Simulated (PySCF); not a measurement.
## Xenon: a sound run and one with changed settings

Sound run: Xe⁺ [Kr] 4d10 5s2 5p5, Xe²⁺ [Kr] 4d10 5s2 5p4. Computed with PySCF 2.14 in x2c-TZVPall (8s6p4d2f, 60 functions), with scalar relativity by spin-free X2C-1e. In the sound run the correlated levels freeze [Kr] 4d10. The sound run starts from symmetry-adapted Hartree-Fock orbitals and uses a fine grid where one is needed.

Changed run: basis STO-3G, all-electron and non-relativistic. This setting is unsound on purpose.

```json
{"species": "Xe⁺", "method": "UHF", "sound run (hartree)": "-7443.04100", "changed run (hartree)": "-7161.76014", "converged": "yes"}
{"species": "Xe⁺", "method": "M06-L", "sound run (hartree)": "-7445.81316", "changed run (hartree)": "-7164.01937", "converged": "yes"}
{"species": "Xe⁺", "method": "M06-2X", "sound run (hartree)": "-7446.63321", "changed run (hartree)": "-7164.15566", "converged": "yes"}
{"species": "Xe⁺", "method": "MP2", "sound run (hartree)": "-7443.14570", "changed run (hartree)": "-7161.76014", "converged": "yes"}
{"species": "Xe²⁺", "method": "UHF", "sound run (hartree)": "-7442.30234", "changed run (hartree)": "-7161.05271", "converged": "yes"}
{"species": "Xe²⁺", "method": "M06-L", "sound run (hartree)": "-7445.04780", "changed run (hartree)": "-7163.25905", "converged": "yes"}
{"species": "Xe²⁺", "method": "M06-2X", "sound run (hartree)": "-7445.86577", "changed run (hartree)": "-7163.40141", "converged": "yes"}
{"species": "Xe²⁺", "method": "MP2", "sound run (hartree)": "-7442.38295", "changed run (hartree)": "-7161.05271", "converged": "yes"}
```

Ionisation energy of Xe⁺:

| method | sound run (eV) | changed run (eV) |
| --- | --- | --- |
| UHF | 20.100 | 19.250 |
| M06-L | 20.827 | 20.689 |
| M06-2X | 20.883 | 20.524 |
| MP2 | 20.756 | 19.250 |
| SCS-MP2 | 20.749 | 19.250 |

A minimal basis cannot let orbitals breathe on ionisation and holds almost no correlation. The Hamiltonian changed with the basis, so the totals do not compare.

For comparison, NIST gives 20.975 eV between the lowest levels.
